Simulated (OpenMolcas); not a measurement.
Pd7+.

```yaml
Program: OpenMolcas
Method: CASSCF
Basis: ANO-RCC-VQZP [8s7p5d3f2g1h]
Scalar_Hamiltonian: DKH2, point nucleus
Active_space: 3 electrons in 10 orbitals (4d 5d)
State_averaging: 2S+1 = 4 even, 10 roots; 2S+1 = 2 even, 40 roots
Spin-orbit_coupling: RASSI with atomic mean-field integrals over the reference wave functions, term energies averaged over their components
```

Levels without dynamic correlation, in cm-1 above 4d3 4F 3/2:

```json
{"Level": "4d3 2H 11/2", "E": "31050"}
{"Level": "4d3 4P 3/2 [74 %]", "E": "19509"}
{"Level": "4d3 2G 7/2", "E": "22511"}
{"Level": "4d3 2P 1/2", "E": "29356"}
{"Level": "4d3 2F 7/2", "E": "46926"}
```

On this reference, MS-CASPT2, IPEA 0.25 Eh, imaginary shift 0.1 Eh (closed shells correlated: 4s 4p) puts 4d3 2H 11/2 at 28510 cm-1.

Q: Estimate the other levels at that method by one scale factor, and say how well it serves.

A: The factor is 28510 / 31050 = 0.918. Scaled values beside those that MS-CASPT2 gives:
```
            Level  Scaled  MS-CASPT2  Miss (%)
4d3 4P 3/2 [74 %]   17909      16280     +10.0
       4d3 2G 7/2   20665      19860      +4.1
       4d3 2P 1/2   26949      25590      +5.3
       4d3 2F 7/2   43078      41060      +4.9
```
For these levels the scaled values miss MS-CASPT2 by up to 10.0 %, as correlation changes each term by its own factor, spin-orbit parts do not scale and CASPT2 has its own spread within terms. This holds within one configuration; levels of others move differently, and the target method has errors of its own against measurement.

CASPT2 breaks the degeneracy within a term, and the mean is taken; among the terms shown or strongly mixed into the levels shown the widest spread is 1100 cm-1 (4d3 4F, MS-CASPT2). Active for correlation alone: 5d; no level in the range computed is led by a configuration that fills it, so any true level of that kind is missing. Without dynamic correlation excited terms often stand tens of per cent too high (terms of higher spin than the ground term too low), and those without a measured partner can miss by more than the paired ones (holds for CASSCF). Only configurations of the active space appear.

A share in square brackets marks a mixed level and gives the weight of the term that names it, the lowest over the columns.
